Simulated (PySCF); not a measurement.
PbCl3, SMILES [Cl][Pb-]([Cl])[Cl], charge -1. Atoms are numbered in the order given.

```xyz
4

Pb     0.0000     0.0000     0.4582
Cl     2.0140     1.1628    -0.7367
Cl    -2.0140     1.1628    -0.7367
Cl     0.0000    -2.3255    -0.7367
```
Charge -1, spin multiplicity 1.

Coordinates come from a PBE0-D3(BJ)/def2-SVPD optimisation. The isomer is the one that the SMILES or the coordinates give; other isomers of the formula were not compared. The def2 effective core potentials stand for the cores of Pb; spin–orbit coupling is left out.

Method: PySCF with PBE0/def2-TZVPD.

Gas-phase values at a fixed geometry.

| Quantity | Value |
|---|---|
| total energy | -1573.33119 hartree |
| point group | C3v |
| highest occupied level | -3.38 eV |
| lowest empty level | 2.35 eV |
| orbital gap | 5.73 eV |
| dipole moment about the centre of nuclear charge | 5.65 D |
| mean static polarisability | 108.9 bohr³ (16.14 Å³) |
| polarisability, principal values | 93.1, 116.8, 116.8 bohr³ |
